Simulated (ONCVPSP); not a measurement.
## La (Z = 57): ONCV pseudisation with PBE, scalar-relativistic reference atom.

ONCVPSP 4.0.1 was run on this input:

```
# ATOM AND REFERENCE CONFIGURATION
# atsym  z   nc   nv     iexc    psfile
  La 57.00    9    4        4      upf
#
#   n    l    f
    1    0    2.00
    2    0    2.00
    2    1    6.00
    3    0    2.00
    3    1    6.00
    3    2   10.00
    4    0    2.00
    4    1    6.00
    4    2   10.00
    5    0    2.00
    5    1    6.00
    5    2    1.50
    6    0    1.50
#
# PSEUDOPOTENTIAL AND OPTIMIZATION
# lmax
    3
#
#   l,   rc,      ep,       ncon, nbas, qcut
    0    2.65    0.00    4    9    4.60
    1    1.85    0.00    4    7    3.70
    2    3.10    0.00    5   10    4.60
    3    2.40    0.18    3    6    4.30
#
# LOCAL POTENTIAL
# lloc, lpopt,  rc(5),   dvloc0
    4    3    1.70    0.00
#
# VANDERBILT-KLEINMAN-BYLANDER PROJECTORs
# l, nproj, debl
    0    3    2.20
    1    1    1.00
    2    1    3.00
    3    2    1.30
#
# MODEL CORE CHARGE
# icmod, fcfact, rcfact
    1    0.40    0.00
#
# LOG DERIVATIVE ANALYSIS
# epsh1, epsh2, depsh
   -3.00    5.00    0.02
#
# OUTPUT GRID
# rlmax, drl
    6.00    0.01
#
# TEST CONFIGURATIONS
# ncnf
    4
# nvcnf
#   n    l    f
    4
    5    0    2.00
    5    1    6.00
    5    2    1.00
    6    0    2.00
#
    4
    5    0    2.00
    5    1    6.00
    5    2    1.00
    6    0    1.00
#
    4
    5    0    2.00
    5    1    6.00
    5    2    1.00
    6    0    0.00
#
    5
    5    0    2.00
    5    1    6.00
    5    2    0.00
    6    0    1.00
    4    3    1.00
#
```

Command:

```bash
oncvpsp.x < La.dat > La.out
```

The program printed (shortened: citation, most of the input echo, consistency checks and plot data are left out):

```
ONCVPSP  (Optimized Norm-Conservinng Vanderbilt PSeudopotential)
scalar-relativistic version 4.0.1

#   n    l    f        energy (Ha)
    1    0    2.00    -1.4240997E+03
    2    0    2.00    -2.2667362E+02
    2    1    6.00    -2.0314696E+02
    3    0    2.00    -4.8457209E+01
    3    1    6.00    -4.0945631E+01
    3    2   10.00    -3.0156929E+01
    4    0    2.00    -9.7598057E+00
    4    1    6.00    -7.3174206E+00
    4    2   10.00    -3.7838901E+00
    5    0    2.00    -1.3996509E+00
    5    1    6.00    -7.9488587E-01
    5    2    1.50    -9.5234897E-02
    6    0    1.50    -1.2465654E-01

Reference configufation results
  iterations    27
  all-electron total energy (Ha)   -8.49327252D+03

Begin loop to  construct optimized pseudo wave functions
and semi-local pseudopoentials for all angular momenta

   Wellstate for l =  0  n =  8
     eigenvalue =   2.0753
     asymptotic potential =   2.5753
     half-point radius =  4.8211

Calculating optimized projector #   1

 for l=   0

    Fraction of norm inside rc  0.968241
    Optimizing pswf for qcut=   4.60 a_B^-1,  ecut=  10.57 Ha
    Residual kinetic energy error=  2.07D-06 Ha

    Energy error per electron        Cutoff
         Ha          eV             Ha
         0.01000     0.27211        4.49
         0.00100     0.02721        6.82
         0.00010     0.00272        8.43
         0.00001     0.00027        9.63

Calculating optimized projector #   2

 for l=   0

    Fraction of norm inside rc  0.083455
    Optimizing pswf for qcut=   4.60 a_B^-1,  ecut=  10.57 Ha
    Residual kinetic energy error=  3.23D-06 Ha

    Energy error per electron        Cutoff
         Ha          eV             Ha
         0.01000     0.27211        1.89
         0.00100     0.02721        6.38
         0.00010     0.00272        8.35
         0.00001     0.00027        9.81

Calculating optimized projector #   3

 for l=   0

    Fraction of norm inside rc  0.162553
    Optimizing pswf for qcut=   4.60 a_B^-1,  ecut=  10.57 Ha
    Residual kinetic energy error=  2.67D-04 Ha

    Energy error per electron        Cutoff
         Ha          eV             Ha
         0.01000     0.27211        6.94
         0.00100     0.02721        9.26
         0.00010     0.00272       13.75
         0.00001     0.00027       35.84

Calculating optimized projector #   1

 for l=   1

    Fraction of norm inside rc  0.574595
    Optimizing pswf for qcut=   3.70 a_B^-1,  ecut=   6.84 Ha
    Residual kinetic energy error=  1.22D-02 Ha

    Energy error per electron        Cutoff
         Ha          eV             Ha
         0.01000     0.27211        7.48
         0.00100     0.02721       34.87
         0.00010     0.00272       42.92
         0.00001     0.00027       57.18

Calculating optimized projector #   1

 for l=   2

    Fraction of norm inside rc  0.586494
    Optimizing pswf for qcut=   4.60 a_B^-1,  ecut=  10.57 Ha
    Residual kinetic energy error=  7.89D-08 Ha

    Energy error per electron        Cutoff
         Ha          eV             Ha
         0.01000     0.27211        4.15
         0.00100     0.02721        5.86
         0.00010     0.00272        7.30
         0.00001     0.00027        8.49

WARNING wellstate: localized bound state found for n= 4 l= 3
WARNING this state with energy -0.12855749
WARNING will be used for the first projector

   Wellstate for l =  3  n =  6
     eigenvalue =   1.1714
     asymptotic potential =   1.6714
     half-point radius =  5.2143

Calculating optimized projector #   1

 for l=   3

    Fraction of norm inside rc  0.937912
    Optimizing pswf for qcut=   4.31 a_B^-1,  ecut=   9.27 Ha
    Residual kinetic energy error=  1.33D-01 Ha

    Energy error per electron        Cutoff
         Ha          eV             Ha
         0.01000     0.27211       27.23
         0.00100     0.02721       52.10

Calculating optimized projector #   2

 for l=   3

    Fraction of norm inside rc  0.213781
    Optimizing pswf for qcut=   4.31 a_B^-1,  ecut=   9.27 Ha
    Residual kinetic energy error=  3.25D-01 Ha

    Energy error per electron        Cutoff
         Ha          eV             Ha
         0.01000     0.27211       32.59
         0.00100     0.02721       45.69
         0.00010     0.00272       79.59

Construct Vanderbilt / Kleinmman-Bylander projectors

B matrix Hermiticity error, ll=   0
   1   2    8.0537E-05
   1   3    2.9849E-04
   2   3   -7.8651E-05

  Orthonormal projector coefficients  6.1637E+00  1.7834E+00  2.5361E-01

B matrix Hermiticity error, ll=   3
   1   2   -1.3798E-04

  Orthonormal projector coefficients -6.6193E+00 -3.2801E+00

Model core correction analysis
  based on d2Exc/dn_idn_j

d2excae - all-electron derivatives

   -2.626516D-02   -2.268245D-02   -8.349164D-03   -1.404320D-03
   -2.270606D-02   -2.244242D-02   -1.110071D-02   -1.493499D-03
   -8.583762D-03   -1.159130D-02   -1.031948D-02   -2.024705D-03
   -1.697492D-03   -2.214549D-03   -3.102690D-03   -1.228595D-03

d2excps - pseudofunction derivatives with no core correction

   -3.644648D-02   -2.550152D-02   -8.916627D-03   -2.520897D-03
   -2.552575D-02   -2.457735D-02   -1.161556D-02   -1.809401D-03
   -9.151528D-03   -1.210673D-02   -1.035395D-02   -2.123028D-03
   -2.815232D-03   -2.531335D-03   -3.202299D-03   -1.333692D-03

rms 2nd derivative error    2.828628E-03

Polynomial model core charge

d2excps - pseudofunction derivatives with core correction

   -2.153549D-02   -2.025350D-02   -8.171506D-03   -1.144038D-03
   -2.027683D-02   -2.252108D-02   -1.142352D-02   -1.313118D-03
   -8.406007D-03   -1.191413D-02   -1.037977D-02   -2.035828D-03
   -1.437127D-03   -2.034156D-03   -3.113798D-03   -1.204092D-03

rms 2nd derivative error    1.471684E-03

Pseudoatom total energy  -31.909760

Diagnostic tests using Vanderbilt-Kleinman-Bylander pseudopotentials
  1 or more projectors used as specified by nproj input data

   l    rcore       rmatch      e in        delta e   norm test  slope test

   0   2.6597111   2.7404657  -1.3996509   0.0000006   1.0001059   1.0000987
   0   2.6597111   2.7404657  -0.1246565   0.0000007   1.0000170   1.0000139
   0   2.6597111   2.7404657   2.0753435   0.0000020   1.0002309   1.0002309

   1   1.8576146   1.9140158  -0.7948859  -0.0000056   0.9999987   1.0000161

   2   3.1072913   3.2016354  -0.0952349  -0.0000000   1.0000002   1.0000018

   3   2.4025299   2.4754759  -0.1285575  -0.0002498   0.9990187   0.9985840
   3   2.4025299   2.4754759   1.1714425  -0.0008034   1.0004372   1.0004372

 Testing for bound ghosts
   n   l    E NL Schr. Eq   E Basis Diag.   E Cutoff

   1   0       -1.399650       -1.399650     63.63
   2   0       -0.124656       -0.111144     63.63

   2   1       -0.794892       -0.794486     44.62

   3   2       -0.095235       -0.094210     45.87

   4   3       -0.128807       -0.126095     37.58

 Testing for highly-localized positive-energy ghosts
       l    <radius>/rc     E Basis Diag.   E Cutoff

       0        0.994767        4.933558     63.63  WARNING - GHOST(+)

       0        0.974551        5.361130     63.63  WARNING - GHOST(+)

Test configuration 0

   n   l     f        eae           eps        diff
   1   0  2.0000-1424.09974449
   2   0  2.0000 -226.67362095
   2   1  6.0000 -203.14695753
   3   0  2.0000  -48.45720863
   3   1  6.0000  -40.94563125
   3   2 10.0000  -30.15692925
   4   0  2.0000   -9.75980570
   4   1  6.0000   -7.31742058
   4   2 10.0000   -3.78389011
   5   0  2.0000   -1.39965094   -1.39965036    5.77D-07
   5   1  6.0000   -0.79488587   -0.79489151   -5.64D-06
   5   2  1.5000   -0.09523490   -0.09523494   -4.64D-08
   6   0  1.5000   -0.12465654   -0.12465589    6.58D-07

    Total energies and differences
      AE_ref= -8.49327252D+03  AE_tst= -8.49327252D+03  dif=  0.00D+00
      PS_ref= -3.19097601D+01  PS_tst= -3.19097601D+01  dif=  1.07D-14
      PSP excitation error= -1.07D-14

Test configuration 1

   n   l     f        eae           eps        diff
   1   0  2.0000-1424.13117956
   2   0  2.0000 -226.70673945
   2   1  6.0000 -203.17998646
   3   0  2.0000  -48.48997445
   3   1  6.0000  -40.97839441
   3   2 10.0000  -30.18982646
   4   0  2.0000   -9.79216496
   4   1  6.0000   -7.34978495
   4   2 10.0000   -3.81635258
   5   0  2.0000   -1.43043826   -1.42936266    1.08D-03
   5   1  6.0000   -0.82320022   -0.82304246    1.58D-04
   5   2  1.0000   -0.11356961   -0.11375345   -1.84D-04
   6   0  2.0000   -0.13522399   -0.13514890    7.51D-05

    Total energies and differences
      AE_ref= -8.49327252D+03  AE_tst= -8.49328529D+03  dif= -1.28D-02
      PS_ref= -3.19097601D+01  PS_tst= -3.19225100D+01  dif= -1.27D-02
      PSP excitation error= -2.12D-05

Test configuration 2

   n   l     f        eae           eps        diff
   1   0  2.0000-1424.34753378
   2   0  2.0000 -226.92230502
   2   1  6.0000 -203.39558312
   3   0  2.0000  -48.70554481
   3   1  6.0000  -41.19396476
   3   2 10.0000  -30.40536611
   4   0  2.0000  -10.00745267
   4   1  6.0000   -7.56500342
   4   2 10.0000   -4.03138876
   5   0  2.0000   -1.64426872   -1.64388661    3.82D-04
   5   1  6.0000   -1.03637706   -1.03621079    1.66D-04
   5   2  1.0000   -0.31269927   -0.31270084   -1.58D-06
   6   0  1.0000   -0.30662357   -0.30657232    5.13D-05

    Total energies and differences
      AE_ref= -8.49327252D+03  AE_tst= -8.49306604D+03  dif=  2.06D-01
      PS_ref= -3.19097601D+01  PS_tst= -3.17032955D+01  dif=  2.06D-01
      PSP excitation error=  1.32D-05

Test configuration 3

   n   l     f        eae           eps        diff
   1   0  2.0000-1424.60227329
   2   0  2.0000 -227.17598930
   2   1  6.0000 -203.64930187
   3   0  2.0000  -48.95911438
   3   1  6.0000  -41.44753351
   3   2 10.0000  -30.65891751
   4   0  2.0000  -10.26030449
   4   1  6.0000   -7.81771601
   4   2 10.0000   -4.28376684
   5   0  2.0000   -1.89340706   -1.89415814   -7.51D-04
   5   1  6.0000   -1.28320432   -1.28307516    1.29D-04
   5   2  1.0000   -0.54013122   -0.53987170    2.60D-04

    Total energies and differences
      AE_ref= -8.49327252D+03  AE_tst= -8.49266590D+03  dif=  6.07D-01
      PS_ref= -3.19097601D+01  PS_tst= -3.13030846D+01  dif=  6.07D-01
      PSP excitation error= -5.69D-05

Test configuration 4

   n   l     f        eae           eps        diff
   1   0  2.0000-1424.12010502
   2   0  2.0000 -226.67315218
   2   1  6.0000 -203.15015416
   3   0  2.0000  -48.41813455
   3   1  6.0000  -40.90737716
   3   2 10.0000  -30.12245624
   4   0  2.0000   -9.74027230
   4   1  6.0000   -7.30505763
   4   2 10.0000   -3.78571906
   5   0  2.0000   -1.52508190   -1.53998180   -1.49D-02
   5   1  6.0000   -0.94099945   -0.94978849   -8.79D-03
   6   0  1.0000   -0.28689340   -0.28558121    1.31D-03
   4   3  1.0000   -0.19377081   -0.27819109   -8.44D-02

    Total energies and differences
      AE_ref= -8.49327252D+03  AE_tst= -8.49305627D+03  dif=  2.16D-01
      PS_ref= -3.19097601D+01  PS_tst= -3.17410632D+01  dif=  1.69D-01
      PSP excitation error=  4.76D-02
```

The run took about 5.6 s on one core of a shared server CPU.
